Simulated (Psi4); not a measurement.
C₂H₆OZn, triplet, at the geometry of the source list (a higher spin typed on purpose: for a closed-shell molecule this is an excited state); BHHLYP/6-31G* in Psi4.

Here is a job for Psi4.
```
memory 2 GB

molecule {
0 3
  Zn    1.01820000    0.69780000    0.89030000
  C     0.34110000   -0.64110000   -0.45740000
  C    -1.00680000   -0.29150000   -1.07450000
  H     0.24890000   -1.57630000    0.09250000
  H     1.06390000   -0.80590000   -1.25070000
  H    -0.95520000    0.62120000   -1.66360000
  H    -1.77450000   -0.16580000   -0.31420000
  H    -1.32120000   -1.09920000   -1.73790000
  O     0.92110000    1.32930000    2.50770000
  H     1.46450000    1.93140000    3.00790000
}

set basis 6-31g*
set reference uks
set scf_type pk
set puream true
set d_convergence 1e-8
set dft_radial_points 99
set dft_spherical_points 590

energy('bhhlyp')
print_variables()
```

It wrote (shortened):

```
   => Loading Basis Set <=

    Name: 6-31G*
    Role: ORBITAL
    Keyword: BASIS

         ---------------------------------------------------------
                                   SCF
               by Justin Turney, Rob Parrish, Andy Simmonett
                          and Daniel G. A. Smith
                              UKS Reference
         ---------------------------------------------------------

  ==> Geometry <==

    Molecular point group: c1
    Full point group: C1

    Geometry (in Angstrom), charge = 0, multiplicity = 3:

       Center              X                  Y                   Z               Mass
    ------------   -----------------  -----------------  -----------------  -----------------
         ZN           0.376634515352     0.210604042029     0.192269098669    63.929142010000
         C           -0.300465484648    -1.128295957971    -1.155430901331    12.000000000000
         C           -1.648365484648    -0.778695957971    -1.772530901331    12.000000000000
         H           -0.392665484648    -2.063495957971    -0.605530901331     1.007825032230
         H            0.422334515352    -1.293095957971    -1.948730901331     1.007825032230
         H           -1.596765484648     0.134004042029    -2.361630901331     1.007825032230
         H           -2.416065484648    -0.652995957971    -1.012230901331     1.007825032230
         H           -1.962765484648    -1.586395957971    -2.435930901331     1.007825032230
         O            0.279534515352     0.842104042029     1.809669098669    15.994914619570
         H            0.822934515352     1.444204042029     2.309869098669     1.007825032230

  Running in c1 symmetry.

  Rotational constants: A =      0.57798  B =      0.07885  C =      0.07371 [cm^-1]
  Rotational constants: A =  17327.36605  B =   2364.01331  C =   2209.67172 [MHz]
  Nuclear repulsion =  245.552016284992618

  Charge       = 0
  Multiplicity = 3
  Electrons    = 56
  Nalpha       = 29
  Nbeta        = 27

  ==> Algorithm <==

  SCF Algorithm Type is PK.
  DIIS enabled.
  MOM disabled.
  Fractional occupation disabled.
  Guess Type is SAD.
  Energy threshold   = 1.00e-06
  Density threshold  = 1.00e-08
  Integral threshold = 1.00e-12

  ==> Primary Basis <==

  Basis Set: 6-31G*
    Blend: 6-31G*
    Number of shells: 42
    Number of basis functions: 88
    Number of Cartesian functions: 96
    Spherical Harmonics?: true
    Max angular momentum: 3

  ==> DFT Potential <==

   => LibXC <=

    Version 7.1.2
    S. Lehtola, C. Steigemann, M. J. T. Oliveira, and M. A. L. Marques,  SoftwareX 7, 1–5 (2018) (10.1016/j.softx.2017.11.002)

   => Composite Functional: BHANDHLYP <=

    BHandHLYP Hyb-GGA Exchange-Correlation Functional

    A. D. Becke,  J. Chem. Phys. 98, 1372 (1993) (10.1063/1.464304)
    Defined through Gaussian implementation.

    Deriv               =              1
    GGA                 =           TRUE
    Meta                =          FALSE

    Exchange Hybrid     =           TRUE
    MP2 Hybrid          =          FALSE

   => Exchange Functionals <=

    0.5000         Becke 88

   => Exact (HF) Exchange <=

    0.5000               HF

   => Correlation Functionals <=

    1.0000   Lee, Yang & Parr

   => LibXC Density Thresholds  <==

    XC_HYB_GGA_XC_BHANDHLYP:  1.00E-15

   => Molecular Quadrature <=

    Radial Scheme          =       TREUTLER
    Pruning Scheme         =           NONE
    Nuclear Scheme         =       TREUTLER

    Blocking Scheme        =         OCTREE
    BS radius alpha        =              1
    Pruning alpha          =              1
    Radial Points          =             99
    Spherical Points       =            590
    Total Points           =         554323
    Total Blocks           =           3919
    Max Points             =            256
    Max Functions          =             86
    Weights Tolerance      =       1.00E-15

  ==> Integral Setup <==

  Using in-core PK algorithm.
[...]
   @UKS iter   6: -1933.80416766456847   -7.66157e-03   9.70913e-04 DIIS/ADIIS
   @UKS iter   7: -1933.80811987403990   -3.95221e-03   3.40236e-04 DIIS/ADIIS
   @UKS iter   8: -1933.81042723379301   -2.30736e-03   1.93422e-04 DIIS/ADIIS
   @UKS iter   9: -1933.81105843860928   -6.31205e-04   1.14088e-04 DIIS/ADIIS
   @UKS iter  10: -1933.81145556044476   -3.97122e-04   6.77872e-05 DIIS
   @UKS iter  11: -1933.81169666770052   -2.41107e-04   3.27892e-05 DIIS
   @UKS iter  12: -1933.81176755464708   -7.08869e-05   1.35912e-05 DIIS
   @UKS iter  13: -1933.81177885100465   -1.12964e-05   5.33376e-06 DIIS
   @UKS iter  14: -1933.81178019060781   -1.33960e-06   1.78961e-06 DIIS
   @UKS iter  15: -1933.81178025530380   -6.46960e-08   6.01066e-07 DIIS
   @UKS iter  16: -1933.81178027289297   -1.75892e-08   2.67352e-07 DIIS
   @UKS iter  17: -1933.81178027453552   -1.64255e-09   1.49062e-07 DIIS
   @UKS iter  18: -1933.81178027509441   -5.58884e-10   6.23589e-08 DIIS
   @UKS iter  19: -1933.81178027529927   -2.04864e-10   5.29143e-08 DIIS
   @UKS iter  20: -1933.81178027535611   -5.68434e-11   2.90815e-08 DIIS
   @UKS iter  21: -1933.81178027537976   -2.36469e-11   1.30951e-08 DIIS
   @UKS iter  22: -1933.81178027538726   -7.50333e-12   6.48226e-09 DIIS
  Energy and wave function converged.

  ==> Post-Iterations <==

   Electrons on quadrature grid:
      Nalpha   =   28.9999997262 ; deviation = -2.738e-07
      Nbeta    =   26.9999999996 ; deviation = -3.988e-10
      Ntotal   =   55.9999997258 ; deviation = -2.742e-07

   @Spin Contamination Metric:   6.433901676E-03
   @S^2 Expected:                2.000000000E+00
   @S^2 Observed:                2.006433902E+00
   @S   Expected:                1.000000000E+00
   @S   Observed:                1.000000000E+00

    Orbital Energies [Eh]
    ---------------------

    Alpha Occupied:

[...]
    Alpha Virtual:

[...]
    Beta Occupied:

[...]
    Beta Virtual:

[...]
      88A      3.332022

    Final Occupation by Irrep:
              A
    DOCC [    27 ]
    SOCC [     2 ]
    NA   [    29 ]
    NB   [    27 ]

  @UKS Final Energy: -1933.81178027538726

   => Energetics <=

    Nuclear Repulsion Energy =            245.5520162849926180
    One-Electron Energy =               -3181.5252273136184158
    Two-Electron Energy =                1049.7740985226078010
    DFT Exchange-Correlation Energy =     -47.6126677693692102
    Empirical Dispersion Energy =           0.0000000000000000
    VV10 Nonlocal Energy =                  0.0000000000000000
    Total Energy =                      -1933.8117802753872638

  UHF NO Occupations:
  HONO-2 :   27  A 1.9985753
  HONO-1 :   28  A 1.0000000
  HONO-0 :   29  A 1.0000000
  LUNO+0 :   30  A 0.0014247
  LUNO+1 :   31  A 0.0007653
  LUNO+2 :   32  A 0.0003587
  LUNO+3 :   33  A 0.0002449

Computation Completed

Properties will be evaluated at   0.000000,   0.000000,   0.000000 [a0]

Properties computed using the SCF density matrix

 Multipole Moments:

 ------------------------------------------------------------------------------------
     Multipole            Electronic (a.u.)      Nuclear  (a.u.)        Total (a.u.)
 ------------------------------------------------------------------------------------

 L = 1.  Multiply by 2.5417464519 to convert [e a0] to [Debye]
 Dipole X            :          5.2802730           -6.1995624           -0.9192894
 Dipole Y            :          3.2531650           -4.5443636           -1.2911986
 Dipole Z            :          5.2936579           -6.3807179           -1.0870600
 Magnitude           :                                                    1.9219746

 ------------------------------------------------------------------------------------

  Variable Map:
  ----------------------------------------------------------------------------
[...]
  Array Variable Map:
  ----------------------------------------------------------------------------
[...]
[...]
```
